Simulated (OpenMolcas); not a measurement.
An OpenMolcas run meant for Ga I (ANO-RCC-VTZP, DKH4; inactive shells 1s 2s 2p 3s 3p 3d; intended active space 3 electrons in 4 orbitals (4s 4p)). One step of its input:

```
&CASPT2
Multistate=3 1 2 3
Frozen=3 6
IPEA=0.25
Imaginary=0.1
MaxIter=60
WThr=0.0 0.3 0.05
PrWF=0.5
NoMix
Shift=0.2
Sig2=0.3
```

Lines from the output:

```
|
   --------------------------------------------------------------------------------------
++ ---------   Input file   ---------
>>> COPY JOB002 $Project.JobIph
&CASPT2
Multistate=3 1 2 3
Frozen=3 6
IPEA=0.25
Imaginary=0.1
MaxIter=60
WThr=0.0 0.3 0.05
PrWF=0.5
NoMix
Shift=0.2
Sig2=0.3
-- ----------------------------------
>>> COPY JOB002 a.JobIph
*** symbolic link created: INPORB -> a.RasOrb
--- Start Module: caspt2 at  ---
()()()()()()()()()()()()()()()()()()()()()()()()()()()()()()()()()()()()()()()()()()()()()()()()()()
                                              &CASPT2
                                   only a single process is used
                       available to each process: 2.3 GB of memory, 1 thread
()()()()()()()()()()()()()()()()()()()()()()()()()()()()()()()()()()()()()()()()()()()()()()()()()()
 ###    ERROR: More than one intruder-state removal technique                ###
 ###    active: SHIFt/IMAGinary/SIG1/SIG2 are mutually exclusive!            ###
--- Stop Module: caspt2 at  /rc=_RC_INPUT_ERROR_ ---
.####################.
.# User input error #.
.####################.
```

What is wrong with the input?

More than one intruder-state remedy is switched on.
